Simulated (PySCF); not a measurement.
Vibration and rotation of Bi2

RHF-CCSD(T) constants of Bi2, singlet, closed shell (Bi cc-pVDZ-PP with ECP60; scalar-relativistic core potentials (PySCF 2.14); masses 208.9804 and 208.9804 u):

| Property | Result |
| --- | --- |
| ωe | 176.0 cm⁻¹ |
| ωexe | 0.388 cm⁻¹ |
| Be | 0.021963 cm⁻¹ |
| αe | 4.83e-05 cm⁻¹ |
| De to Bi + Bi | 1.71 eV |

Q: What force constant and bond length do these constants imply?

A: Reduced mass μred = 104.49 u; k = 5.8918×10⁻⁷·μred·ωe² (u, cm⁻¹, mdyn/Å) = 1.91 mdyn/Å; Re = √(16.8576/(μred·Be)) (u, cm⁻¹, Å) = 2.710 Å.

Q: Estimate the centrifugal constant D from the Kratzer relation and find the Dunham coefficient a1.

A: D = 4Be³/ωe² = 1.37e-09 cm⁻¹; a1 = −1 − αeωe/(6Be²) = -3.94.

Correlated steps freeze 8 core orbitals. Correlated levels converge slowly with the basis: in double zeta they bind strong bonds too weakly, by up to about 1 eV, and carry superposition errors of some tenths. Spin–orbit coupling is left out, which matters for elements this heavy, above all for dissociation energies. Where the molecule has an RHF reference, its open-shell atoms are computed with UHF.
